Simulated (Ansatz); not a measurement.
Ge(NCO)4 (GeC₄N₄O₄), 13 atoms. Hardware: 4 threads of Arm Neoverse V1 on a shared host.

Correlated methods freeze 21 core orbitals; core or outer-core shells of Ge are correlated, in sets that lack core-valence functions.

(1) How many basis functions does each of these Ansatz runs have, and roughly what does it cost? PBE-D4/def2-TZVP, charge 0 triplet at the geometry of the charge 0 singlet, energy, from earlier orbitals; r2SCANh-D4/def2-TZVP, charge 1 doublet at the geometry of the charge 0 singlet, energy, from earlier orbitals; PBE-D4/def2-TZVP, charge 0 singlet, energy, from earlier orbitals; r2SCAN-D4/def2-TZVP, charge 0 triplet at the geometry of the charge 0 singlet, energy, from earlier orbitals; PBE0-D4/def2-SVP, charge 0 singlet, energy, from earlier orbitals; PBE0-D4/def2-TZVP, charge 0 triplet at the geometry of the charge 0 singlet, energy; PBE-D4/def2-SVP, charge 1 doublet, relaxation, 6 steps; PBE-D4/def2-SVP, charge 0 singlet, energy, from earlier orbitals; PBE0-D4/def2-TZVP, charge 1 doublet, energy, from earlier orbitals; PBE-D4/def2-TZVP, charge 1 doublet at the geometry of the charge 0 singlet, energy, from earlier orbitals; PBE0-D4/def2-TZVP, charge 0 singlet, energy, from earlier orbitals; RPA@PBE/def2-SVP, charge 0 singlet, energy, from earlier orbitals.

Results:

(1) Other jobs shared the machine, so times can vary by a factor of up to 3. A dash marks memory too small to be measured apart from the calling script's.

| run | functions | fitting or Cholesky vectors | wall time | peak host memory (GiB) |
| --- | --- | --- | --- | --- |
| PBE-D4/def2-SVP, charge 0 singlet, energy, from earlier orbitals | 200 | 2243 | 2.8 s | – |
| PBE0-D4/def2-SVP, charge 0 singlet, energy, from earlier orbitals | 200 | 1972 | 4.9 s | – |
| RPA@PBE/def2-SVP, charge 0 singlet, energy, from earlier orbitals | 200 | 1972 | 7.5 s | – |
| PBE-D4/def2-TZVP, charge 0 singlet, energy, from earlier orbitals | 420 | 2302 | 7.5 s | 0.89 |
| PBE-D4/def2-TZVP, charge 1 doublet at the geometry of the charge 0 singlet, energy, from earlier orbitals | 420 | 2302 | 17 s | 1.1 |
| PBE0-D4/def2-TZVP, charge 0 singlet, energy, from earlier orbitals | 420 | 2345 | 19 s | 1.9 |
| PBE-D4/def2-TZVP, charge 0 triplet at the geometry of the charge 0 singlet, energy, from earlier orbitals | 420 | 2302 | 25 s | 1.1 |
| PBE-D4/def2-SVP, charge 1 doublet, relaxation, 6 steps | 200 | 2243 | 26 s | – |
| r2SCANh-D4/def2-TZVP, charge 1 doublet at the geometry of the charge 0 singlet, energy, from earlier orbitals | 420 | 2731 | 49 s | 2.6 |
| PBE0-D4/def2-TZVP, charge 1 doublet, energy, from earlier orbitals | 420 | 2739 | 53 s | 2.4 |
| PBE0-D4/def2-TZVP, charge 0 triplet at the geometry of the charge 0 singlet, energy | 420 | 2731 | 72 s | 2.6 |
| r2SCAN-D4/def2-TZVP, charge 0 triplet at the geometry of the charge 0 singlet, energy, from earlier orbitals | 420 | 2302 | 1.7 min | 2.4 |
